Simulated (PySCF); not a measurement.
C₅H₆F₃ (doublet state).
Structure used (GFN2-xTB), in Å, numbered top down from 1:
```
atom  x, y, z in Å
C1    -1.8068   -0.8288    0.1661
C2    -0.5887   -0.1643   -0.4294
C3    -0.2596    1.2684   -0.0243
C4     0.5832    0.1479    0.3952
C5     2.0115   -0.1008    0.1746
F6     2.3603   -1.3776    0.4008
F7     2.3995    0.1619   -1.1080
F8     2.8019    0.6578    0.9513
H9    -1.6805   -1.9090    0.1554
H10   -1.9552   -0.5050    1.1924
H11   -2.6915   -0.5778   -0.4147
H12   -0.3942   -0.4734   -1.4547
H13    0.1336    1.9838   -0.7377
H14   -0.9139    1.7163    0.7108
```

The hyperfine couplings belong to this conformer and change with its torsions.

Identity: `[C]1([C@H](C1)C)C(F)(F)F` [radical].

Computed with UKS B3LYP, pcH-1 on C F H, non-relativistic, mean-field spin-orbit, GIAO (PySCF). Isolated species at its GFN2-xTB geometry, gas phase. Couplings are sensitive to structure, and on GFN2-xTB geometries they can be far from those on DFT ones. The SCF solution wasn't tested for stability.

Problem. Give the principal g shifts and their parts.

Solution. 
| Δg (ppm) | 1 | 2 | 3 |
| --- | --- | --- | --- |
| relativistic mass correction | -168 | -168 | -168 |
| gauge correction | 21 | 35 | 20 |
| orbital Zeeman/spin–orbit | 52 | 442 | 900 |
| total | -95 | 309 | 752 |

So g = 2.00222, 2.00263, 2.00307 and g_iso = 2.00264; the tensor is rhombic: the two nearest values differ by 48 % of g3 − g1. Axes: g3 points within 7° of the C4–C5 bond.

Problem. What effective moment and Curie constant follow for a powder?

Solution. With the mean of g² = 4.0106 and S(S+1) = 0.75: μ_eff = √(⟨g²⟩S(S+1)) = 1.734 μB and χT = 0.12505·⟨g²⟩·S(S+1) = 0.376 cm³ K/mol (cgs; spin-Hamiltonian part alone).

Problem. At 94.136 GHz, how far is the centre of the isotropic spectrum from where a free electron (g = 2.002319) resonates?

Solution. B = hν/(g μB) with μB/h = 13.99624 MHz/mT gives 3359.01 mT for the free electron and 3358.47 mT at g_iso, 0.54 mT lower.

Problem. How much does each term add to the isotropic shift?

Solution. The orbital-Zeeman/spin–orbit term 465, the mass correction -168 and the gauge correction 25 ppm, for a total of 322 ppm. The orbital-Zeeman/spin–orbit term is the largest in size. The mass correction is the same along every axis, so the anisotropy comes from the other two: their spans along these axes are 15 (gauge) and 848 ppm (orbital Zeeman/spin–orbit).

Problem. In a frozen sample, at which fields do the three g values resonate at 9.5, 34, 94 and 263 GHz (hyperfine left aside), and which band first spreads them over more than twice a line width of 1.0 mT?

Solution. 
```csv
band,GHz,B(g3) mT,B(g2) mT,B(g1) mT,spread mT
X,9.5,338.86,338.93,339.00,0.14
Q,34.0,1212.75,1213.02,1213.26,0.51
W,94.0,3352.89,3353.64,3354.31,1.42
J,263.0,9380.97,9383.05,9384.94,3.97
```

The spread grows in proportion to the frequency. J band is the first where it exceeds 2.0 mT.

The largest Mulliken spin population is on C4 (+0.91). The angles at C4 add up to 324.2°, so it is pyramidal.

The HOMO–LUMO gaps are 8.25 eV among the α and 5.59 eV among the β orbitals.
